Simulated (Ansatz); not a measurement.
Frontier orbitals of `[CH3][In]([NH2])[SH]`.

```
atom   x (Å)   y (Å)   z (Å)
  C1  -1.687  -0.885  -0.465
 In2   0.216  -0.140   0.159
  N3   0.854   1.755  -0.112
  S4   1.736  -1.482   1.438
  H5  -2.478  -0.299   0.003
  H6  -1.785  -0.800  -1.548
  H7  -1.795  -1.929  -0.175
  H8   1.835   1.967  -0.013
  H9   0.458   2.315  -0.851
 H10   2.645  -0.501   1.563
```

Charge 0, multiplicity 1. Correlated methods include outer-core shells of In, which these sets cover unevenly. In takes the def2 core potential. The structure was optimised at the PBE0-D4/def2-TZVP level. It is one conformer, not always the lowest. Basis def2-TZVPP, the Gaussian-basis code of Ansatz.

```
functional  HOMO (eV)  LUMO (eV)
       PBE      -5.60      -1.46
```

(1) Give HOMO and LUMO (eV) with LDA (SPW92), revPBE, BLYP, r2SCAN, B97M-V, PBE0, B3LYP, r2SCANh, r2SCAN0, HSE06 (plane-wave form), BHLYP, CAM-B3LYP, LC-ωPBE, ωB97X-V, ωB97M-V, HF. (Estimate.)

## Answers

(1) The calculation gave: 
```csv
functional,HOMO,LUMO
LDA (SPW92),-5.78,-1.69
revPBE,-5.54,-1.35
BLYP,-5.46,-1.43
r2SCAN,-5.88,-1.18
B97M-V,-5.92,-1.38
PBE0,-6.89,-0.66
B3LYP,-6.64,-0.96
r2SCANh,-6.36,-0.90
r2SCAN0,-7.09,-0.50
HSE06 (plane-wave form),-6.49,-1.02
BHLYP,-8.04,0.01
CAM-B3LYP,-8.25,0.16
LC-ωPBE,-9.68,1.26
ωB97X-V,-9.29,1.12
ωB97M-V,-9.15,0.82
HF,-9.82,1.70
```

B3LYP here is the variant with VWN-RPA as its local correlation; programs differ in this. LC-ωPBE has ω = 0.4 bohr⁻¹. Positive LUMOs are unbound and depend on the basis.
